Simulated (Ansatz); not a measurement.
`Cl[SiH]1C[Te]1`, charge 0, multiplicity 1.

Problem. Give a relaxed structure at PBE0-D4/def2-TZVP (Ansatz 0.2.0). (Best estimate.)

Solution. Computed: 
Z-matrix (Å, degrees):
```
Si
C 1 1.830
Te 1 2.415 2 62.0
Cl 1 2.041 2 117.7 3 -112.7
H 1 1.475 2 120.0 3 110.8
H 2 1.085 1 120.6 3 -104.9
H 2 1.085 1 119.3 3 104.2
```
